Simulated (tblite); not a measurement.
Run record: tight-binding relaxation, `ClBCC1=C[SiH2]C1`.

Computed with GFN2-xTB geometry optimisation, gas phase (tblite 0.8.0). Start geometry: from a force field or distance geometry. The input is one job of a driver script: a line of settings, then coordinates in Å.

Command:
```bash
OMP_NUM_THREADS=1 python probes_run.py task.json out
```

Input:
```
{"job": {"kind": "relax", "xc": "GFN2-xTB", "basis": "xTB"}, "charge": 0, "multiplicity": 1}
Cl    -2.288200    -0.594000    -2.194000
B     -2.431900    -0.389800    -0.373200
C     -1.234300    -0.880400     0.585900
C      0.003500    -0.100900     0.279200
C      0.359200     1.226200     0.468000
Si     2.056300     1.047100    -0.230200
C      1.330800    -0.516400    -0.300100
H     -3.401200     0.072400     0.110900
H     -1.522600    -0.727600     1.645600
H     -1.067100    -1.959200     0.414000
H     -0.173800     2.085000     0.854200
H      3.096800     1.173200     0.806400
H      2.200700     1.697100    -1.529400
H      1.854200    -1.252400     0.354300
H      1.213000    -0.872600    -1.338000
```

Output:
```
step      E/eV     max force
  0    -546.44218    7.306
  1    -547.08796    1.633
  2    -547.22169    1.246
  3    -547.38103    1.004
  4    -547.43210    0.687
  5    -547.50648    0.525
  6    -547.53591    0.404
  7    -547.55754    0.355
  8    -547.57192    0.312
  9    -547.58240    0.243
... (80 lines left out)
 90    -547.64798    0.039
 91    -547.64808    0.039
 92    -547.64820    0.032
 93    -547.64832    0.020
 94    -547.64836    0.015
 95    -547.64838    0.012
 96    -547.64840    0.011
 97    -547.64843    0.012
 98    -547.64846    0.013
 99    -547.64847    0.007
```

«max force» is the largest atomic force in eV/Å.

From which step on does the largest force stay under 0.1 eV/Å, and how much energy is left to gain from there?

From step 55 (0.077 eV/Å), 6.5 meV above the end.

In short: energy lowered by 27.8 kcal/mol over 99 steps; largest atomic force 0.007 eV/Å at the end.

Give the final coordinates.

0.418 Å rms from the input after alignment:
```
atom  x, y, z in Å
Cl1   -2.1603   -1.3645   -1.9570
B2    -2.2081   -0.4668   -0.5214
C3    -1.2371   -0.8289    0.6746
C4     0.0019   -0.0392    0.3675
C5     0.3419    1.2122    0.7115
Si6    1.9981    1.1600   -0.1809
C7     1.1492   -0.5465   -0.4684
H8    -2.9097    0.4730   -0.4797
H9    -1.6311   -0.5136    1.6412
H10   -0.9745   -1.8864    0.7235
H11   -0.2364    1.8986    1.3085
H12    3.2124    1.1350    0.6331
H13    2.1639    1.9970   -1.3677
H14    1.6279   -1.4278   -0.0431
H15    0.8574   -0.7940   -1.4880
```

The run took 1.2 s on Intel Xeon Platinum 8175M at 2.50 GHz, one thread, on a shared host.
Labels such as C1 count atoms from 1, the log's own numbers from 0.
